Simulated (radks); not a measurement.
Values are calculated unless marked as measured or tabulated.
Numerical settings for the chlorine ion Cl3+, [Ne] 3s2 3p2. Code: a radial shooting solver on a logarithmic mesh with Libxc functionals. Model: scalar-relativistic Kohn-Sham, PBE, spin-unpolarised, spherical densities, finite nucleus; Fermi nuclear charge, rms radius 3.3654 fm. The defaults (mesh step 0.008 in ln r, mesh end at 40 bohr or more with all orbitals vanishing there, Anderson mixing 0.5 over 9 steps, residual threshold near 1e-9 with the energy settled to 1e-9 hartree or 1e-11 of itself, here a cap of 93 iterations) give E = -458.5800 hartree and 3p at -45.114 eV in 15 iterations. Run on one thread of a shared host, so times are rough (Intel(R) Xeon(R) 6975P-C): 0.05 s of CPU time, 0.05 s wall, 15 iterations on 2189 mesh points. Changes against that run (0 stands for a change within the tolerance of the run):

setting                     iterations         converged  E (mhartree)  e(3p) (meV)  CPU (s)
mesh step in ln r 0.12              93                no     -2.17e+06            -     0.12
mesh step in ln r 0.03              14               yes             0            0     0.01
mesh step in ln r 0.012             15               yes             0            0     0.03
mesh end (bohr) 8                   15               yes             0     +0.00408     0.04
mesh end (bohr) 1                   13  level above zero     +4.78e+04    +3.46e+05     0.03
residual threshold 0.1               8               yes             0        -1.01     0.03
residual threshold 1e-13            93                no             0            0     0.14
mixing 2.5                          19               yes             0            0     0.05
linear mixing, mixing 1             93                no             0            0     0.17
linear mixing, mixing 0.05          93                no       +0.0164        -78.2     0.24
mixing history 3                    19               yes             0            0     0.05
iteration cap 2                      2                no          +593    -1.89e+04     0.01

Settled on a wrong energy, with an occupied level pushed above zero by the early mesh end: mesh end (bohr) 1 (+47.8 hartree). Apart from these: no run marked as converged misses the energy by more than 1 mhartree. A mesh that ends early acts as a hard wall.
